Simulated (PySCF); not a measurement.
Correlation energy of Xe²⁺ (xenon, charge +2)

[Kr] 4d10 5s1 5p4 6s1, high-spin 5P determinant (an excited configuration). Computed with PySCF 2.14 in aug-cc-pV5Z-PP with ECP28MDF, with a scalar-relativistic core potential. Frozen: 4s2 4p6 4d10; 6 electrons correlated.

MP2 pair energies summed by pair of shells (mhartree):

| pair | energy | share (%) |
| --- | --- | --- |
| 5p-5p | -70.44 | 63.7 |
| 5p-6s | -29.20 | 26.4 |
| 5s-5p | -10.46 | 9.5 |
| 5s-6s | -0.57 | 0.5 |

Total MP2 correlation energy: -110.66 mhartree.

Same-spin part -30.93 and opposite-spin part -79.73 mhartree; SCS-MP2 scales them by 1/3 and 6/5 to -105.99 mhartree.
